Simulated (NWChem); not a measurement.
Program: NWChem. System: I2, charge 0, spin multiplicity 1, at the geometry of a parent with another charge or spin, in a state set for the comparison that need not be this species' ground state. Level: PBE/x2c-SVPall-2c, scalar ZORA.

Job file:

```
start mol
memory heap 200 mb stack 900 mb global 1100 mb
geometry units angstroms nocenter noautoz noautosym
  I      0.000000     0.000000     1.642122
  I      0.000000     0.000000    -1.642122
end
basis spherical
  * library x2c-svpall-2c
end
relativistic
  zora on
end
dft
  xc xpbe96 cpbe96
  semidirect memsize 60000000 filesize 0
  iterations 100
  grid fine
end
task dft energy
```

NWChem printed:

```
             Northwest Computational Chemistry Package (NWChem) 7.3.0
             --------------------------------------------------------

                                NWChem Input Module
                                -------------------

 Scaling coordinates for geometry "geometry" by  1.889725989
 (inverse scale =  0.529177249)

                             Geometry "geometry" -> ""
                             -------------------------

 Output coordinates in angstroms (scale by  1.889725989 to convert to a.u.)

  No.       Tag          Charge          X              Y              Z
 ---- ---------------- ---------- -------------- -------------- --------------
    1 I                   53.0000     0.00000000     0.00000000     1.64212200
    2 I                   53.0000     0.00000000     0.00000000    -1.64212200

 Effective nuclear repulsion energy (a.u.)     452.6030625131

            Nuclear Dipole moment (a.u.)
            ----------------------------
        X                 Y               Z
 ---------------- ---------------- ----------------
     0.0000000000     0.0000000000     0.0000000000


 Summary of "ao basis" -> "" (spherical)
 ------------------------------------------------------------------------------
       Tag                 Description            Shells   Functions and Types
 ---------------- ------------------------------  ------  ---------------------
 *                       x2c-svpall-2c                on all atoms

  pbe96 is a nonlocal functional; adding pw91lda local functional.

                                 NWChem DFT Module
                                 -----------------

 Summary of "ao basis" -> "ao basis" (spherical)
 ------------------------------------------------------------------------------
       Tag                 Description            Shells   Functions and Types
 ---------------- ------------------------------  ------  ---------------------
 I                       x2c-svpall-2c              18       50   6s8p4d

 Summary of "ao basis" -> "ao basis" (spherical)
 ------------------------------------------------------------------------------
       Tag                 Description            Shells   Functions and Types
 ---------------- ------------------------------  ------  ---------------------
 I                       x2c-svpall-2c              18       50   6s8p4d

            General Information
            -------------------
          SCF calculation type: DFT
          Wavefunction type:  closed shell.
          No. of atoms     :     2
          No. of electrons :   106
           Alpha electrons :    53
            Beta electrons :    53
          Charge           :     0
          Spin multiplicity:     1
          Use of symmetry is: off; symmetry adaption is: off
          Maximum number of iterations: 100
          AO basis - number of functions:   100
                     number of shells:    36
          Convergence on energy requested:  1.00D-06
          Convergence on density requested:  1.00D-05
          Convergence on gradient requested:  5.00D-04

              XC Information
              --------------
          PerdewBurkeErnzerhof Exchange Functional  1.000
            Perdew 1991 LDA Correlation Functional  1.000 local
           PerdewBurkeErnz. Correlation Functional  1.000 non-local

             Grid Information
             ----------------
          Grid used for XC integration:  fine
          Radial quadrature: Mura-Knowles
          Angular quadrature: Lebedev.
[...]
 Requested integration accuracy:   0.10E-06
 d= 0,ls=0.5,diis     2 -14404.1208747547 -8.53D+00  2.80D-02  6.12D+01    10.7
 Grid integrated density:     106.000045811733
 Requested integration accuracy:   0.10E-06
 d= 0,ls=0.5,diis     3 -14404.4029817925 -2.82D-01  6.57D-03  3.62D+00    11.0
 Grid integrated density:     106.000045339224
 Requested integration accuracy:   0.10E-06
 d= 0,ls=0.5,diis     4 -14404.4252943959 -2.23D-02  1.35D-03  9.20D-03    11.2
 d= 0,ls=0.5,diis     5 -14404.4263515110 -1.06D-03  2.31D-04  1.10D-03    11.5
  Resetting Diis
 d= 0,ls=0.5,diis     6 -14404.4263780950 -2.66D-05  4.45D-05  3.17D-05    11.8
 d= 0,ls=0.5,diis     7 -14404.4263819281 -3.83D-06  2.52D-05  2.56D-06    12.1
 d= 0,ls=0.5,diis     8 -14404.4263824645 -5.36D-07  7.93D-06  6.26D-07    12.4
(nogshift,skip_gshiftAOev,done_Fji)=( 1,F,F)

         Total DFT energy =   -14404.426382546899
      One electron energy =   -20580.830436902885
           Coulomb energy =     6089.112691531221
    Exchange-Corr. energy =     -365.311699688297
 Nuclear repulsion energy =      452.603062513063

       Scaling correction =      221.072251515400

 Numeric. integr. density =      106.000003033253

     Total iterative time =      6.6s

                       DFT Final Molecular Orbital Analysis
                       ------------------------------------

 Vector   51  Occ=2.000000D+00  E=-2.609458D-01
              MO Center=  1.3D-07, -7.1D-08, -1.3D-06, r^2= 4.4D+00
   Bfn.  Coefficient  Atom+Function         Bfn.  Coefficient  Atom+Function
  ----- ------------  ---------------      ----- ------------  ---------------
    22      0.398380  1 I  px                72      0.398380  2 I  px
    19      0.314501  1 I  px                69      0.314501  2 I  px
    13     -0.289392  1 I  px                63     -0.289392  2 I  px
    23     -0.206898  1 I  py                73     -0.206899  2 I  py
    20     -0.163336  1 I  py                70     -0.163336  2 I  py

 Vector   52  Occ=2.000000D+00  E=-2.392029D-01
              MO Center= -2.9D-08, -1.0D-07,  1.3D-06, r^2= 4.7D+00
   Bfn.  Coefficient  Atom+Function         Bfn.  Coefficient  Atom+Function
  ----- ------------  ---------------      ----- ------------  ---------------
    23      0.460429  1 I  py                73     -0.460429  2 I  py
    20      0.376979  1 I  py                70     -0.376979  2 I  py
    14     -0.340536  1 I  py                64      0.340536  2 I  py
    11      0.123456  1 I  py                61     -0.123456  2 I  py
     8     -0.053478  1 I  py                58      0.053478  2 I  py

 Vector   53  Occ=2.000000D+00  E=-2.392029D-01
              MO Center=  1.3D-07, -1.7D-08,  1.3D-06, r^2= 4.7D+00
   Bfn.  Coefficient  Atom+Function         Bfn.  Coefficient  Atom+Function
  ----- ------------  ---------------      ----- ------------  ---------------
    22      0.460429  1 I  px                72     -0.460429  2 I  px
    19      0.376979  1 I  px                69     -0.376979  2 I  px
    13     -0.340536  1 I  px                63      0.340536  2 I  px
    10      0.123455  1 I  px                60     -0.123455  2 I  px
     7     -0.053478  1 I  px                57      0.053478  2 I  px

 Vector   54  Occ=0.000000D+00  E=-2.258839D-01
              MO Center= -1.2D-08, -8.1D-09, -3.6D-08, r^2= 5.0D+00
   Bfn.  Coefficient  Atom+Function         Bfn.  Coefficient  Atom+Function
  ----- ------------  ---------------      ----- ------------  ---------------
    24      0.509220  1 I  pz                74      0.509220  2 I  pz
    21      0.408986  1 I  pz                71      0.408986  2 I  pz
    15     -0.363094  1 I  pz                65     -0.363094  2 I  pz
    12      0.132504  1 I  pz                62      0.132504  2 I  pz
     5     -0.128270  1 I  s                 55      0.128270  2 I  s

 Vector   55  Occ=0.000000D+00  E= 1.645061D-01
              MO Center= -3.2D-07,  1.4D-07, -2.9D-07, r^2= 6.3D+00
   Bfn.  Coefficient  Atom+Function         Bfn.  Coefficient  Atom+Function
  ----- ------------  ---------------      ----- ------------  ---------------
     5      1.568820  1 I  s                 55      1.568820  2 I  s
     6     -1.337277  1 I  s                 56     -1.337277  2 I  s
     4     -0.529967  1 I  s                 54     -0.529967  2 I  s
    43     -0.154780  1 I  d  0              93     -0.154780  2 I  d  0
     3      0.114011  1 I  s                 53      0.114011  2 I  s

 Vector   56  Occ=0.000000D+00  E= 2.279459D-01
              MO Center=  8.3D-08,  1.2D-07, -1.8D-05, r^2= 4.8D+00
   Bfn.  Coefficient  Atom+Function         Bfn.  Coefficient  Atom+Function
  ----- ------------  ---------------      ----- ------------  ---------------
    43      0.689422  1 I  d  0              93      0.689426  2 I  d  0
     5      0.417665  1 I  s                 55      0.417694  2 I  s
     6     -0.414566  1 I  s                 56     -0.414594  2 I  s
    38     -0.261549  1 I  d  0              88     -0.261550  2 I  d  0
     4     -0.116051  1 I  s                 54     -0.116060  2 I  s

 center of mass
 --------------
 x =   0.00000000 y =   0.00000000 z =   0.00000000

 moments of inertia (a.u.)
 ------------------
        2444.001663946579           0.000000000000           0.000000000000
           0.000000000000        2444.001663946579           0.000000000000
           0.000000000000           0.000000000000           0.000000000000

     Multipole analysis of the density
     ---------------------------------

     L   x y z        total         alpha         beta         nuclear
     -   - - -        -----         -----         ----         -------
     0   0 0 0     -0.000000    -53.000000    -53.000000    106.000000

     1   1 0 0      0.000000      0.000000      0.000000      0.000000
     1   0 1 0      0.000000      0.000000      0.000000      0.000000
     1   0 0 1     -0.000000     -0.000000     -0.000000      0.000000

     2   2 0 0    -41.912468    -20.956234    -20.956234      0.000000
     2   1 1 0      0.000001      0.000001      0.000001      0.000000
     2   1 0 1     -0.000039     -0.000019     -0.000019      0.000000
     2   0 2 0    -41.912468    -20.956234    -20.956234      0.000000
     2   0 1 1     -0.000007     -0.000004     -0.000004      0.000000
     2   0 0 2    -34.820509   -527.779364   -527.779364   1020.738218

 Task  times  cpu:       12.7s     wall:       12.7s

 Total times  cpu:       12.7s     wall:       12.7s
```
